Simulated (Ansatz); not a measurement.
Start from `[CH3][In]([NH2])[GeH3]` and change one atom or group to get `[CH3][In]([NH2])[SiH2][TeH]`.

Ansatz, PBE0-D4/def2-TZVP geometries, multiplicity 1. Each molecule was computed in one conformer, which needn't be the lowest.

Elements past krypton have def2 core potentials. Scalar relativity is left out up to krypton. Spin–orbit coupling is left out; it splits and shifts lone-pair levels of the heavy atoms by tenths of an eV.

| property | `[CH3][In]([NH2])[GeH3]` |
| --- | --- |
| HOMO–LUMO gap (PBE0/def2-TZVPP) / eV | 5.82 |
| zero-point energy (PBE0-D4/def2-TZVP) / kJ/mol | 217.6 |
| HOMO energy (ωB97M-V/def2-TZVPP) / eV | -9.15 |
| HOMO energy (B3LYP/def2-TZVPP) / eV | -6.61 |
| HOMO–LUMO gap (ωB97M-V/def2-TZVPP) / eV | 9.62 |
| LUMO energy (PBE0/def2-TZVPP) / eV | -1.01 |

**Question.** Give the same properties after the change, and the shifts. (An estimate is asked.)

**Answer.** The calculation gave: 
```
                                      property  `[CH3][In]([NH2])[SiH2][TeH]`  shift
          HOMO–LUMO gap (PBE0/def2-TZVPP) / eV                           4.98  -0.84
zero-point energy (PBE0-D4/def2-TZVP) / kJ/mol                          221.7    4.1
         HOMO energy (ωB97M-V/def2-TZVPP) / eV                          -8.30   0.85
           HOMO energy (B3LYP/def2-TZVPP) / eV                          -6.04   0.57
       HOMO–LUMO gap (ωB97M-V/def2-TZVPP) / eV                           8.53  -1.09
            LUMO energy (PBE0/def2-TZVPP) / eV                          -1.29  -0.28
```

With PBE0 the HOMO rises by 0.56 eV and the LUMO falls by 0.28 eV, so the gap narrows by about 0.84 eV. PBE moves the HOMO by 0.28 eV and ωB97M-V by 0.85 eV. The zero-point energy changes by 4.1 kJ/mol with +3 modes.

B3LYP here is the variant with VWN-RPA as its local correlation; programs differ in this.
